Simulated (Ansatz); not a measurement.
Sb(Br)(OH)2 (BrH2O2Sb), SMILES [Sb]([OH])([Br])[OH].

Coordinates come from a B3LYP-D3(BJ)/def2-SVP optimisation. The structure was generated by enumeration; whether it is a known compound was not checked. The def2 effective core potentials stand for the cores of Sb; spin–orbit coupling is left out. The values are those of a single conformer.

Two levels are set side by side: PBE/def2-SVPD (Ansatz, an electronic-structure program) and CAM-B3LYP/def2-SVPD (Ansatz). Energy differences of separate SCF runs at the same geometry; the states with an electron removed or added have multiplicity 2 and 2. Differences are taken from unrounded values.

| quantity | CAM-B3LYP |
|---|---|
| vertical ionisation energy (eV) | 10.60 |
| vertical electron affinity (eV) | 0.31 |
| vertical singlet–triplet gap (eV) | 4.48 |

Question: What does PBE give, and how far is it from CAM-B3LYP? (The exact figures need the calculation; the answer reports its results.)

Answer: 
```tsv
quantity	PBE	PBE minus CAM-B3LYP
vertical ionisation energy (eV)	9.99	-0.62
vertical electron affinity (eV)	0.20	-0.10
vertical singlet–triplet gap (eV)	4.22	-0.27
```
